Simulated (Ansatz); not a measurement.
`C[CH2][In]([F])[CH2]C` + `CCc1ccccc1` → `CCCCc1ccccc1` + `C[CH2][InH][F]`  (formal exchange of groups at a C–In bond)

Computed with Ansatz on PBE0-D4/def2-TZVP structures; ΔE is electronic, products minus reactants. CBS: MP2 limit from def2 TZ/QZ plus the TZ coupled-cluster correction, frozen cores. Functionals use def2-TZVPP. def2 core potentials past Kr. For In outer-core shells are correlated without core-valence functions, which leaves a few kJ/mol of doubt a bond. Each species was taken in one conformer, which may not be the lowest.

`C[CH2][In]([F])[CH2]C`:

Cartesian coordinates in Å:
```
C 0.391 -2.903 -0.741
C 0.303 -1.584 -1.498
In -0.170 0.072 -0.214
F -1.147 -0.707 1.334
C -0.099 2.190 0.142
C -0.267 2.543 1.614
H -0.511 -3.092 -0.155
H 0.530 -3.743 -1.428
H 1.230 -2.913 -0.042
H 1.226 -1.361 -2.038
H -0.493 -1.615 -2.249
H 0.835 2.583 -0.268
H -0.904 2.623 -0.461
H -1.172 2.102 2.034
H 0.569 2.179 2.215
H -0.322 3.627 1.755
```

`CCc1ccccc1`:

Z-matrix (Å, degrees):
```
C
C 1 1.525
H 1 1.093 2 111.2
H 1 1.093 2 110.9 3 -120.3
H 1 1.093 2 110.9 3 120.3
C 2 1.501 1 112.3 3 180.0
H 2 1.094 1 109.5 3 -58.3
H 2 1.094 1 109.5 3 58.3
C 6 1.392 2 120.8 1 -88.8
C 6 1.392 2 120.8 1 89.1
C 9 1.386 6 121.0 2 177.8
H 9 1.086 6 119.3 2 -2.5
C 10 1.386 6 121.0 2 -177.8
H 10 1.086 6 119.3 2 2.5
C 11 1.387 9 120.1 6 0.0
H 11 1.084 9 119.8 6 179.7
H 13 1.084 10 119.8 6 -179.7
H 15 1.084 11 120.3 9 179.8
```

`CCCCc1ccccc1`:

Z-matrix (Å, degrees):
```
C
C 1 1.520
H 1 1.092 2 112.0
H 1 1.094 2 111.0 3 -120.2
H 1 1.092 2 111.2 3 120.0
C 2 1.523 1 114.1 3 63.4
H 2 1.097 1 109.6 3 -59.3
H 2 1.095 1 109.1 3 -175.0
C 6 1.528 2 114.0 1 -65.1
H 6 1.096 2 109.7 1 57.3
H 6 1.095 2 109.5 1 173.2
C 9 1.500 6 112.2 2 -177.8
H 9 1.096 6 109.0 2 -56.1
H 9 1.094 6 109.8 2 60.5
C 12 1.392 9 120.8 6 -89.7
C 12 1.392 9 120.9 6 88.1
C 15 1.386 12 121.0 9 177.7
H 15 1.086 12 119.3 9 -2.5
C 16 1.386 12 121.0 9 -177.8
H 16 1.086 12 119.3 9 2.5
C 17 1.387 15 120.1 12 0.0
H 17 1.084 15 119.8 12 179.7
H 19 1.084 16 119.8 12 -179.7
H 21 1.084 17 120.3 15 179.8
```

`C[CH2][InH][F]`:

Cartesian coordinates in Å:
```
C -1.308 0.176 -0.121
C 0.059 0.792 0.141
In 1.657 -0.630 0.003
F 0.853 -2.432 0.091
H -1.502 -0.675 0.535
H -2.104 0.910 0.034
H -1.398 -0.191 -1.146
H 0.274 1.614 -0.547
H 0.116 1.216 1.148
H 3.352 -0.780 -0.138
```

Is it downhill or uphill in electronic energy at CCSD(T)/CBS, and by how much? (Estimate.)

Computed: Uphill: ΔE = +0.22 eV.

What do these levels give: PBE0-D4, PBE, HF/def2-TZVPP, CCSD/def2-TZVPP, CCSD(T)/def2-TZVPP, HF/def2-QZVPP? (Best estimate.)

Computed: PBE0-D4 0.16, PBE 0.23, HF/def2-TZVPP 0.08, CCSD/def2-TZVPP 0.17, CCSD(T)/def2-TZVPP 0.19, HF/def2-QZVPP 0.07 eV.

Largest T1 diagnostic among the species: 0.014.

From PBE to PBE0 (25 % exact exchange), in def2-TZVPP and without D4, ΔE moves by −0.05 eV. The D4 term adds −0.04 eV with B3LYP and −0.03 eV with PBE0; it sums over pairs of atoms, weighted by their polarisabilities, and B3LYP, whose exchange is more repulsive, gets the larger term.

B3LYP here is the variant with VWN-RPA as its local correlation; programs differ in this.
